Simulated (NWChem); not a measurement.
SiH₃OF; SMILES O[SiH2]F

```xyz
6

Si    -0.4328     0.0479    -0.0345
O      0.5924    -1.2340    -0.2067
F      0.3694     1.4458    -0.0795
H     -1.3520    -0.0169    -1.1876
H     -1.1376     0.0111     1.2724
H      1.1907    -1.4277     0.5282
```
Atoms are numbered in this order, from 1.

All runs: NWChem. All runs use the structure optimised with B3LYP/6-31G* (spherical d). Level: B3LYP/def2-SVP with SMD (1 M gas to 1 M solution), gas-phase geometry. Reactions with the solvent are ignored.

For solvent water:

- cavity-dispersion-structure term (kcal/mol) = 2.5

Question: What are these values for solvent dichloromethane?

Answer: cavity-dispersion-structure term (kcal/mol): -0.1
